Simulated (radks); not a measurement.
Species: Cr. Configuration: [Ar] 3d5 4s1. All-electron calculation, scalar-relativistic Kohn-Sham, PBE, spin-polarised, spherical densities, point nucleus; open shells are filled with parallel spins first. Program: a radial shooting solver on a logarithmic mesh with Libxc functionals.

Radial electron density D(r) = 4 pi r^2 rho(r):

```
   r/bohr * D(r) (the largest magnitude, 31.3, reaches the edge; | marks zero)
  0.00209 |*
 0.002394 |*
 0.002743 |*
 0.003143 | *
 0.003601 | *
 0.004125 |  *
 0.004726 |   *
 0.005415 |    *
 0.006203 |     *
 0.007107 |       *
 0.008142 |         *
 0.009403 |           *
  0.01077 |              *
  0.01234 |                 *
  0.01414 |                     *
   0.0162 |                         *
  0.01856 |                             *
  0.02127 |                                  *
  0.02436 |                                      *
  0.02791 |                                          *
  0.03198 |                                              *
  0.03664 |                                                *
  0.04198 |                                                  *
  0.04809 |                                                 *
   0.0551 |                                                *
  0.06312 |                                             *
  0.07232 |                                          *
  0.08285 |                                       *
  0.09492 |                                      *
   0.1088 |                                      *
   0.1246 |                                         *
   0.1427 |                                             *
   0.1649 |                                                  *
   0.1889 |                                                      *
   0.2164 |                                                      *
   0.2479 |                                                  *
    0.284 |                                           *
   0.3254 |                                  *
   0.3728 |                         *
   0.4271 |                   *
   0.4894 |                 *
   0.5606 |                  *
   0.6423 |                     *
   0.7359 |                      *
   0.8431 |                      *
   0.9659 |                    *
    1.107 |                *
    1.268 |           *
    1.453 |        *
    1.664 |     *
    1.907 |   *
    2.184 |  *
    2.503 | *
     2.89 |*
    3.311 |*
    3.794 |*
    4.346 *
    4.979 *
    5.705 *
    6.536 *
    7.488 *
    8.579 *
    9.829 *
    11.26 *
```

D(r) has 3 maxima, at r = 0.0440, 0.205, 0.778 bohr, and minima at 0.0980, 0.497 bohr, inside which lie 2.12, 10.55 electrons.
